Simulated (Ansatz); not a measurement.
Geometry optimisation, Ansatz, RKS r2SCAN/def2-SVP.

Input:

```yaml
crystal:
  periodic: [false, false, false]
  atoms:
    - { symbol: B, position_ang: [-0.005418, 0.467915, -0.348048] }
    - { symbol: H, position_ang: [0.027529, -0.030027, 1.997152] }
    - { symbol: O, position_ang: [1.180548, -0.149597, -0.601374] }
    - { symbol: H, position_ang: [1.103867, -1.055472, -0.916249] }
    - { symbol: O, position_ang: [-1.247494, -0.060582, -0.519141] }
    - { symbol: H, position_ang: [-1.260061, -0.977901, -0.806825] }
    - { symbol: F, position_ang: [0.055416, 1.728886, 0.063047] }
    - { symbol: H, position_ang: [0.049314, 0.680378, 1.915438] }
basis:
  gaussian: { orbitals: def2-SVP }
hamiltonian:
  xc: r2scan
relax:
  f_tol: 0.03
  max_steps: 50
```

Command:

```bash
$ ansatz run input.yaml --threads 2 --pin off --max-ram 3072MiB --backend cpu --events-out ev --progress --plain --runs-dir out
```

**Question.** Where does it end, and by what steps?

**Answer.** The run converged. The force dipped under the threshold on the way, but the program's further checks kept it going. After 10 steps the energy has fallen by 0.135 eV; H2 moved furthest, 0.85 Å.

| step | energy less start (eV) | largest force component (eV/Å) | accepted |
| --- | --- | --- | --- |
| 0 | 0.0000 | 1.747 | yes |
| 1 | -0.1075 | 0.083 | yes |
| 2 | -0.1271 | 0.043 | yes |
| 3 | -0.1304 | 0.093 | yes |
| 4 | -0.1312 | 0.302 | yes |
| 5 | -0.1331 | 0.137 | yes |
| 6 | -0.1342 | 0.015 | yes |
| 7 | -0.1346 | 0.021 | yes |
| 8 | -0.1349 | 0.053 | yes |
| 9 | -0.1350 | 0.035 | yes |
| 10 | -0.1352 | 0.009 | yes |

```xyz
8
Properties=species:S:1:pos:R:3
B -0.017 0.419 -0.527
H 0.067 0.154 2.828
O 1.173 -0.181 -0.802
H 1.110 -1.065 -1.176
O -1.261 -0.093 -0.733
H -1.282 -0.978 -1.110
F 0.042 1.642 -0.003
H 0.073 0.705 2.307
```

Whether the end is a true minimum wasn't checked by a vibrational analysis.

The run took 16 s on 2 threads of AMD EPYC 7R43 64-Core Processor (Zen 3), on a shared host, peak memory 0.16 GiB.
